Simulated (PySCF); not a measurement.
Species: C5H8F2Si.
InChI=1S/C5H8F2Si/c6-5(7)4-2-1-3-8-4/h1-2,4-5H,3,8H2/t4-/m1/s1

Level: CAM-B3LYP/def2-SVPD in PySCF, non-relativistic, on one gas-phase PBE0-D3(BJ)/def2-SVP geometry that isn't relaxed in the solvent. The solvent is an IEF-PCM continuum (Bondi radii, 1.10 Å for H, scaled by 1.2), and excitations are vertical TDDFT with non-equilibrium linear response and a frozen core. Only the electrostatic response of the medium enters.

Gas-phase singlets (H = HOMO, L = LUMO):

| state | E (eV) | λ (nm) | f | leading configurations |
| --- | --- | --- | --- | --- |
| S1 | 6.916 | 179 | 0.048 | H→L 80%, H→L+1 9% |
| S2 | 7.008 | 177 | 0.180 | H→L+1 76%, H→L 12% |
| S3 | 7.474 | 166 | 0.002 | H-1→L 48%, H-1→L+1 45% |
| S4 | 7.531 | 165 | 0.016 | H→L+2 85% |
| S5 | 7.877 | 157 | 0.006 | H→L+4 62%, H→L+5 18% |

How does the list change in chloroform (ε = 4.711)?

```csv
state,E (eV),λ (nm),f,leading configurations,change by rank (eV)
S1,6.864,181,0.241,H→L 90%,-0.052
S2,6.948,178,0.081,H→L+1 83%,-0.060
S3,7.459,166,0.002,"H-1→L 59%, H-1→L+1 34%",-0.015
S4,7.511,165,0.018,H→L+2 82%,-0.020
S5,7.881,157,0.008,"H→L+4 56%, H→L+6 24%",+0.004
```

How do the frontier levels move from gas to chloroform?

```
orbital  gas (eV)  solvent (eV)  change (eV)
 LUMO+2      1.42          1.56        +0.14
 LUMO+1      1.09          1.31        +0.22
   LUMO      1.00          1.22        +0.22
   HOMO     -8.86         -8.65        +0.21
 HOMO-1    -10.16         -9.95        +0.21
 HOMO-2    -10.65        -10.46        +0.19
 HOMO-3    -11.08        -10.90        +0.18
```

The HOMO–LUMO gap goes from 9.86 to 9.87 eV.

Hardware: one thread, Arm Neoverse V2 (aarch64), on a shared host. Cost: 42 s of wall time, 1.2 GiB resident at most. This is the whole response run at CAM-B3LYP/def2-SVPD in chloroform, SCF included.
